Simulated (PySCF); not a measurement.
Excitation energy of Bi²⁺ by level of theory

Bi²⁺ [Xe] 4f14 5d10 6s2 6p1 (2P) → Bi²⁺ [Xe] 4f14 5d10 6s2 6d1 (2D), as a difference of total energies. All numbers are calculated (PySCF 2.14, the spin-free X2C one-electron Hamiltonian (Gaussian nucleus), in aug-cc-pwCVTZ-DK3 with one added diffuse shell each of s, d, f type (12s10p9d6f1g, 138 functions)). The calculations carry no spin-orbit coupling.

```tsv
method	excitation energy (eV)
UHF	11.026
M06-L	10.364
B3LYP	10.565
```

The promoted electron is Rydberg-like, and one or two diffuse shells describe it only roughly, which tends to raise the upper state.
